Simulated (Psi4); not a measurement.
Intermolecular potential of H4OSi ··· H4OSi (SMILES O[SiH3] and O[SiH3]). Monomers: optimised at B3LYP-D3(BJ) (def2-TZVP), held rigid. Orientation: a random orientation, not optimised. The monomers approach along the line of their centres of mass (distance R); nothing else relaxes.

Geometry at R = 4.90 Å (first 6 atoms: monomer A):
```
12

Si    -0.3953     0.0350    -0.0486
O      1.2014     0.4329     0.1036
H     -1.1127     1.3112    -0.2348
H     -0.6295    -0.8502    -1.2166
H     -0.9042    -0.6577     1.1613
H      1.8403    -0.2711     0.2352
Si     2.0840    -3.1414     2.2097
O      2.6344    -4.6995     2.2286
H      0.6747    -3.2066     2.6430
H      2.8569    -2.2770     3.1361
H      2.1672    -2.5482     0.8518
H      3.5440    -4.8690     1.9733
```

- PBE/def2-TZVP, counterpoise-corrected (Psi4)
- PBE-D3(BJ)/def2-TZVP, counterpoise-corrected (Psi4)
- SAPT0/jun-cc-pVDZ, frozen core (Psi4)

Interaction energies in kcal/mol; the last columns give the difference from SAPT0:

| R / Å | PBE/def2-TZVP | PBE-D3(BJ)/def2-TZVP | SAPT0/jun-cc-pVDZ | PBE/def2-TZVP − SAPT0/jun-cc-pVDZ | PBE-D3(BJ)/def2-TZVP − SAPT0/jun-cc-pVDZ |
|---|---|---|---|---|---|
| 4.33 | -0.14 | -1.64 | 0.58 | -0.72 | -2.22 |
| 4.52 | -0.65 | -1.95 | -0.16 | -0.50 | -1.79 |
| 4.73 | -0.80 | -1.89 | -0.47 | -0.34 | -1.42 |
| 4.90 | -0.78 | -1.70 | -0.53 | -0.25 | -1.17 |
| 5.06 | -0.70 | -1.49 | -0.51 | -0.19 | -0.98 |
| 5.32 | -0.54 | -1.15 | -0.42 | -0.12 | -0.73 |
| 5.62 | -0.38 | -0.82 | -0.30 | -0.08 | -0.52 |
| 5.89 | -0.26 | -0.59 | -0.21 | -0.05 | -0.38 |
| 6.44 | -0.11 | -0.30 | -0.10 | -0.01 | -0.20 |
| 7.11 | -0.04 | -0.13 | -0.04 | 0.00 | -0.09 |
| 8.07 | -0.01 | -0.05 | -0.01 | 0.00 | -0.04 |
| 9.43 | 0.00 | -0.02 | 0.00 | -0.01 | -0.02 |

PBE/def2-TZVP is furthest from SAPT0/jun-cc-pVDZ at 4.33 (-0.72 kcal/mol, below); its mean absolute difference over the points is 0.19 kcal/mol.

PBE-D3(BJ)/def2-TZVP is furthest from SAPT0/jun-cc-pVDZ at 4.33 (-2.22 kcal/mol, below); its mean absolute difference over the points is 0.80 kcal/mol.
